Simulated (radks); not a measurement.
Problem. Successive ionisation energies (eV) of one element, from differences of total energies of ions in their ground configurations, starting at charge 10: 177.45, 205.62, 245.95, 275.11, 314.31, 316.03, 362.86, 398.79, 435.85, 474.00. All-electron calculation, scalar-relativistic Kohn-Sham, r2SCAN, spin-polarised, spherical densities, finite nucleus; open shells are filled with parallel spins first (spin-orbit coupling, left out, can overturn this in heavy ions); meta-GGA in the generalised Kohn-Sham scheme; Fermi nuclear charge, rms radius 5.2022 fm. Program: a radial shooting solver on a logarithmic mesh with Libxc functionals. Which element is it?

Solution. Holmium (Z = 67). The first species listed is Ho10+ in [Kr] 4d10 4f9 5s2, the last Ho19+ in [Kr] 4d10 4f2.
